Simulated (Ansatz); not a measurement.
Molecule: C₃H₁₀Cl₂Si₂, charge 0, multiplicity 1. 
Geometry from a B3LYP-D3(BJ)/def2-TZVP (Ansatz, an electronic-structure program) optimisation:
```xyz
17

C     -1.2887    -1.2102    -2.1504
Si    -1.2752    -0.2846    -0.5162
C     -1.6452    -1.4377     0.9166
C     -2.4714     1.1632    -0.5456
Si     0.8850     0.5513    -0.1607
Cl     2.2224    -1.0372    -0.0907
Cl     0.9362     1.5393     1.6664
H     -0.5566    -2.0197    -2.1480
H     -1.0576    -0.5487    -2.9876
H     -2.2739    -1.6474    -2.3321
H     -0.9269    -2.2585     0.9547
H     -2.6452    -1.8666     0.8143
H     -1.6004    -0.9065     1.8689
H     -3.4969     0.8071    -0.6725
H     -2.2518     1.8478    -1.3672
H     -2.4247     1.7290     0.3866
H      1.4331     1.5016    -1.1528
```

Property: atomisation energy (electronic, to ground-state atoms), in eV. Valence correlation only, unless marked. UHF or UKS for open shells. Spin-orbit coupling is left out. No relativistic terms. The coupled-cluster limit lacks core correlation, which all-electron functionals hold. CBS(X,Y): correlation extrapolated as X^-3; Hartree-Fock from the larger set. The bracket is a focal-point correction in the basis named.

```
level                                                                             program  atomisation energy (eV)
-------------------------------------------------------------------------  --------------  -----------------------
BHLYP-D4/def2-TZVPD                                                        Ansatz + dftd4                    62.97
r2SCANh/def2-TZVPD                                                                 Ansatz                    64.06
B2GP-PLYP-D3(BJ)/def2-TZVPD                                                Ansatz + dftd3                      [?]
PBE-QIDH/def2-TZVPD                                                                Ansatz                    63.81
CCSD/STO-3G                                                                        Ansatz                    69.56
RI-MP2/CBS(aug-cc-pV(T+d)Z,aug-cc-pV(Q+d)Z)+[CCSD(T)-MP2]/aug-cc-pV(T+d)Z          Ansatz                      [?]
```

**Question.** Complete the blanks.

**Answer.** 
- B2GP-PLYP-D3(BJ)/def2-TZVPD, atomisation energy (eV): 63.51
- RI-MP2/CBS(aug-cc-pV(T+d)Z,aug-cc-pV(Q+d)Z)+[CCSD(T)-MP2]/aug-cc-pV(T+d)Z, atomisation energy (eV): 64.31
